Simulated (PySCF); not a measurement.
# Computed records: AlBH2N, AlB2H4N, AlBFH2N, AlBH3NO

All values are calculated (PySCF 2.14.0). Calculation on a computer-drawn molecule: optimised geometry and harmonic frequencies of an isolated molecule of the commonest isotopes, restricted reference for singlets and unrestricted otherwise, frozen core in MP2.

Common to all runs: multiplicity 1; basis cc-pV(D+d)Z.

```json
{"entry": 1, "formula": "AlBH2N", "start_structure": {"atoms_angstrom": [["B", -1.8304, -2.012, -0.7544], ["N", -1.3197, -0.9459, -1.0183], ["Al", -0.5023, 0.5058, -1.4019], ["H", -2.4209, -3.0977, -0.5124], ["H", 0.2259, 1.8435, -1.7145]]}, "given": {"charge": 1, "method": "HF", "drawn_bonds_atom": [1, 2, 1, 3], "drawn_bonds_other_atom": [2, 3, 4, 5], "drawn_bonds_order": [2, 1, 1, 1]}, "results": {"optimised_atom_element": ["B", "N", "Al", "H", "H"], "optimised_atom_x [angstrom]": [-1.864, -1.279, -0.5049, -2.403, 0.2028], "optimised_atom_y [angstrom]": [-2.04, -0.9461, 0.5018, -3.048, 1.826], "optimised_atom_z [angstrom]": [-0.7602, -1.03, -1.387, -0.5121, -1.713], "modes_frequency [cm^-1]": [161.7, 161.7, 459.0, 459.0, 834.9, 842.0, 842.0, 1868, 2186, 3009], "modes_reduced_mass [dalton]": [3.501, 3.501, 1.196, 1.196, 8.692, 1.354, 1.354, 5.819, 1.053, 1.17], "rotational_constants [GHz]": [5.542, 5.542], "total_energy [hartree]": -322.0088, "convergence_status_largest_gradient_component [hartree/bohr]": 2.426e-05}}
{"entry": 2, "formula": "AlBH2N", "start_structure": {"atoms_angstrom": [["B", -1.8637, -2.0399, -0.7602], ["N", -1.279, -0.9461, -1.0297], ["Al", -0.5049, 0.5018, -1.3866], ["H", -2.4026, -3.0476, -0.5121], ["H", 0.2028, 1.8255, -1.7129]]}, "given": {"charge": 1, "method": "MP2", "drawn_bonds_atom": [1, 2, 1, 3], "drawn_bonds_other_atom": [2, 3, 4, 5], "drawn_bonds_order": [2, 1, 1, 1]}, "results": {"optimised_atom_element": ["B", "N", "Al", "H", "H"], "optimised_atom_x [angstrom]": [-1.874, -1.28, -0.4936, -2.417, 0.2164], "optimised_atom_y [angstrom]": [-2.059, -0.9473, 0.5228, -3.074, 1.851], "optimised_atom_z [angstrom]": [-0.7557, -1.029, -1.392, -0.5055, -1.719], "modes_frequency [cm^-1]": [131.2, 131.6, 427.7, 428.1, 757.6, 757.7, 777.5, 1777, 2135, 2922], "modes_reduced_mass [dalton]": [3.788, 3.793, 1.182, 1.181, 1.331, 1.331, 8.7, 5.972, 1.052, 1.165], "rotational_constants [GHz]": [5.382, 5.382], "total_energy [hartree]": -322.2810, "convergence_status_largest_gradient_component [hartree/bohr]": 3.02e-06}}
{"entry": 3, "formula": "AlB2H4N", "start_structure": {"atoms_angstrom": [["B", 0.0834, 2.2426, -2.7], ["N", 0.9853, 1.6349, -2.0545], ["Al", 2.2614, 0.784, -1.1639], ["B", 3.9474, 0.0136, -2.2023], ["H", -0.7274, 2.8031, -3.213], ["H", 2.0157, 0.7424, 0.3806], ["H", 3.8277, -1.0751, -2.786], ["H", 4.7777, 0.7025, -2.5542]]}, "given": {"charge": 0, "method": "HF", "drawn_bonds_atom": [1, 2, 3, 1, 3, 4, 4], "drawn_bonds_other_atom": [2, 3, 4, 5, 6, 7, 8], "drawn_bonds_order": [2, 1, 1, 1, 1, 1, 1]}, "results": {"optimised_atom_element": ["B", "N", "Al", "B", "H", "H", "H", "H"], "optimised_atom_x [angstrom]": [0.02988, 0.9355, 2.23, 3.896, -0.8214, 2.097, 3.903, 4.902], "optimised_atom_y [angstrom]": [2.276, 1.677, 0.8203, 0.01345, 2.84, 0.6858, -1.107, 0.6424], "optimised_atom_z [angstrom]": [-2.676, -2.063, -1.191, -2.278, -3.253, 0.3834, -2.724, -2.492], "modes_frequency [cm^-1]": [106.1, 139.3, 176.4, 228.2, 386.1, 545.9, 634.8, 675.8, 726.8, 826.9, 836.1, 908.2, 1249, 1943, 1966, 2639, 2701, 2977], "modes_reduced_mass [dalton]": [3.214, 1.551, 1.663, 4.264, 1.122, 4.13, 1.386, 2.143, 2.006, 1.354, 1.358, 1.38, 1.132, 4.068, 1.105, 1.056, 1.119, 1.192], "rotational_constants [GHz]": [17.39, 3.056, 2.656], "total_energy [hartree]": -348.0797, "convergence_status_largest_gradient_component [hartree/bohr]": 1.159e-05}}
{"entry": 4, "formula": "AlBFH2N", "start_structure": {"atoms_angstrom": [["B", -2.0947, -0.0833, 2.0475], ["N", -2.0281, 0.1201, 0.87], ["Al", -1.8525, 0.3966, -0.8759], ["F", -0.6182, 1.1111, -1.5677], ["H", -2.2094, -0.2713, 3.2643], ["H", -3.001, -0.0731, -1.8187]]}, "given": {"charge": 0, "method": "HF", "drawn_bonds_atom": [1, 2, 3, 1, 3], "drawn_bonds_other_atom": [2, 3, 4, 5, 6], "drawn_bonds_order": [2, 1, 1, 1, 1]}, "results": {"optimised_atom_element": ["B", "N", "Al", "F", "H", "H"], "optimised_atom_x [angstrom]": [-2.095, -2.027, -1.92, -0.5833, -2.162, -3.017], "optimised_atom_y [angstrom]": [-0.07517, 0.1057, 0.3661, 1.121, -0.2468, -0.07024], "optimised_atom_z [angstrom]": [2.088, 0.8548, -0.8779, -1.491, 3.245, -1.899], "modes_frequency [cm^-1]": [115.3, 151.3, 304.2, 538.9, 679.5, 723.3, 832.3, 838.7, 881.2, 1948, 2068, 2985], "modes_reduced_mass [dalton]": [4.169, 3.419, 10.55, 1.391, 4.006, 1.322, 1.349, 1.354, 13.08, 5.275, 1.044, 1.191], "rotational_constants [GHz]": [24.15, 3.256, 2.869], "total_energy [hartree]": -421.7958, "convergence_status_largest_gradient_component [hartree/bohr]": 3.266e-05}}
{"entry": 5, "formula": "AlBFH2N", "start_structure": {"atoms_angstrom": [["B", -2.0947, -0.0752, 2.0876], ["N", -2.0266, 0.1057, 0.8548], ["Al", -1.9203, 0.3661, -0.8779], ["F", -0.5833, 1.1206, -1.4908], ["H", -2.1624, -0.2468, 3.2452], ["H", -3.0166, -0.0702, -1.8995]]}, "given": {"charge": 0, "method": "MP2", "drawn_bonds_atom": [1, 2, 3, 1, 3], "drawn_bonds_other_atom": [2, 3, 4, 5, 6], "drawn_bonds_order": [2, 1, 1, 1, 1]}, "results": {"optimised_atom_element": ["B", "N", "Al", "F", "H", "H"], "optimised_atom_x [angstrom]": [-2.099, -2.01, -1.913, -0.5652, -2.185, -3.032], "optimised_atom_y [angstrom]": [-0.08027, 0.1145, 0.373, 1.134, -0.2624, -0.07886], "optimised_atom_z [angstrom]": [2.113, 0.8573, -0.9029, -1.531, 3.277, -1.894], "modes_frequency [cm^-1]": [103.2, 128.7, 282.8, 512.5, 635.5, 685.2, 728.1, 738.7, 854.9, 1812, 2044, 2902], "modes_reduced_mass [dalton]": [4.301, 3.655, 11.45, 1.38, 4.422, 1.279, 1.318, 1.329, 13.49, 5.647, 1.044, 1.175], "rotational_constants [GHz]": [23.91, 3.151, 2.785], "total_energy [hartree]": -422.2815, "convergence_status_largest_gradient_component [hartree/bohr]": 9.054e-06}}
{"entry": 6, "formula": "AlBH3NO", "start_structure": {"atoms_angstrom": [["B", -3.7982, 0.0273, -1.8921], ["N", -2.6186, 0.3795, -2.0985], ["Al", -0.8831, 0.7893, -2.3958], ["O", -0.1068, 1.4598, -3.6659], ["H", -4.8839, -0.1931, -1.7899], ["H", 0.135, 0.4309, -1.2201], ["H", 0.2579, 1.8584, -4.3975]]}, "given": {"charge": 0, "method": "HF", "drawn_bonds_atom": [1, 2, 3, 1, 3, 4], "drawn_bonds_other_atom": [2, 3, 4, 5, 6, 7], "drawn_bonds_order": [2, 1, 1, 1, 1, 1]}, "results": {"optimised_atom_element": ["B", "N", "Al", "O", "H", "H", "H"], "optimised_atom_x [angstrom]": [-3.675, -2.458, -0.7198, -0.021, -4.821, 0.2439, -0.4463], "optimised_atom_y [angstrom]": [0.156, 0.4064, 0.729, 1.445, -0.07763, 0.3699, 1.724], "optimised_atom_z [angstrom]": [-2.057, -2.163, -2.236, -3.595, -1.962, -1.057, -4.388], "modes_frequency [cm^-1]": [122.7, 150.1, 290.0, 410.4, 547.5, 600.2, 677.3, 742.1, 831.0, 835.5, 903.8, 1950, 2051, 2979, 4226], "modes_reduced_mass [dalton]": [3.578, 3.39, 4.496, 1.237, 1.303, 1.625, 2.456, 1.3, 1.354, 1.356, 7.745, 5.202, 1.044, 1.192, 1.068], "rotational_constants [GHz]": [23.96, 3.245, 2.858], "total_energy [hartree]": -397.7826, "convergence_status_largest_gradient_component [hartree/bohr]": 3.31e-05}}
```
